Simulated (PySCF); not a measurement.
These are B3LYP-D3(BJ)/def2-TZVP // B3LYP-D3(BJ)/def2-SVP run with PySCF values and carry that method's errors. All species are isolated molecules in the gas phase. One relaxed conformer stands for a flexible species; it need not be the lowest. B3LYP has the VWN-RPA correlation part, as in Gaussian. Delta-SCF ions had no search for a lower state. 

Reference species (SMILES): `Br[Si](Br)(Br)Br` (neutral, multiplicity 1).

vertical ionisation energy (Delta-SCF): 10.34 eV
S1 oscillator strength: 0.000
LUMO: -2.18 eV

Changed species: `CC[Si](Br)(Br)Br` (C–C–Si–Br torsion 60°) (1 of 4 Br replaced by C2H5; the reference has 0 of 4 Br replaced by C2H5).

Problem. Give the shifts of the vertical ionisation energy (Delta-SCF), S1 oscillator strength and LUMO.

Solution. the vertical ionisation energy (Delta-SCF) drops by 0.25 eV, to 10.09 eV; the S1 oscillator strength stays essentially unchanged; the LUMO increases by 0.93 eV, to -1.25 eV.
